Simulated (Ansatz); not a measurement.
`CO[SiH](F)[SiH3]` + `CO[AsH2]` → `CO[AsH][SiH3]` + `CO[SiH2]F` at 600 K and 1 bar (cleavage of the Si–Si bond).

Isolated molecules relaxed with PBE0-D4/def2-TZVP in Ansatz; ΔE leaves out vibrations. CCSD(T)/CBS is the MP2 limit (def2-TZVPP, def2-QZVPP) plus CCSD(T) − MP2 in def2-TZVPP, frozen cores. For As outer-core shells are correlated without core-valence functions, which leaves a few kJ/mol of doubt a bond. Scalar relativity is left out up to krypton. One conformer a species, not always the lowest.

```csv
species,CCSD(T)/CBS energy (Eh),H − E (kJ/mol),S (J/(mol·K))
`CO[SiH](F)[SiH3]`,-795.47815,280.0,488.3
`CO[AsH2]`,-2351.21577,193.9,357.7
`CO[AsH][SiH3]`,-2641.50192,260.4,461.6
`CO[SiH2]F`,-505.20189,214.8,391.4
```

H − E and S are ideal-gas, rigid-rotor, harmonic terms from PBE0-D4/def2-TZVP, for one conformer and one mirror image of each species. 1 Eh = 2625.50 kJ/mol, R = 8.31446 J/(mol·K).

Task: By hand: ΔE, ΔH, ΔS and ΔG.

Result: ΔE = (-2641.50192) + (-505.20189) − (-795.47815) − (-2351.21577) = -0.00989 Eh = -26.0 kJ/mol. Δ(H − E) = 260.4 + 214.8 − 280.0 − 193.9 = 1.3, so ΔH = -24.7 kJ/mol. ΔS = 461.6 + 391.4 − 488.3 − 357.7 = 7.0 J/(mol·K). ΔG = -24.7 − 600 × (7.0)/1000 = -28.9 kJ/mol.

Task: By hand: the equilibrium constant, and the temperature at which ΔG would vanish if ΔH and ΔS stayed fixed.

Result: log₁₀ K = −ΔG/(RT ln 10) = 2.5. ΔH and −TΔS have one sign here, so there is no such temperature.

The number of gas molecules stays the same, so ΔS is small and ΔH decides. A doubt of 5 kJ/mol in ΔE shifts log₁₀ K by 0.4 here. Other conformers and mirror images would add mixing entropy, several J/(mol·K) or more a flexible species. Modes under 60 cm⁻¹, often nearly free rotors, make the harmonic entropy too high. These are equilibria of isolated gas molecules and say nothing of rates. Largest T1 diagnostic: 0.012 (customary marks: 0.02 for closed shells, 0.045 for open ones).

ΔS is within the doubt of such terms, so its sign, and with it that verdict, could turn.
